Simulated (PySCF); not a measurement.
# S²⁺: ionisation energy

S²⁺ [Ne] 3s2 3p2 (3P) → S³⁺ [Ne] 3s2 3p1 (2P), as a difference of total energies. All numbers are calculated (PySCF 2.14, scalar relativity by spin-free X2C-1e, in aug-cc-pVDZ-DK). Correlated levels: valence: [Ne] frozen. The calculations carry no spin-orbit coupling.

Question: Order these methods by the ionisation energy they give, lowest first.
A. HSE06
B. BLYP
C. SCS-MP2 (valence)
D. MP2 (valence)

Answer: C (34.378 eV), D (34.457 eV), B (34.656 eV), A (34.868 eV).

A first-order spin-orbit estimate (lowest level to lowest level, LS coupling) adds -0.007 eV.

Errors of the correlated levels include the incompleteness of this basis and the frozen core.

For comparison: 34.86 ± 0.04 eV (semi-empirical (NIST evaluation); NIST Atomic Spectra Database, ionization energies).
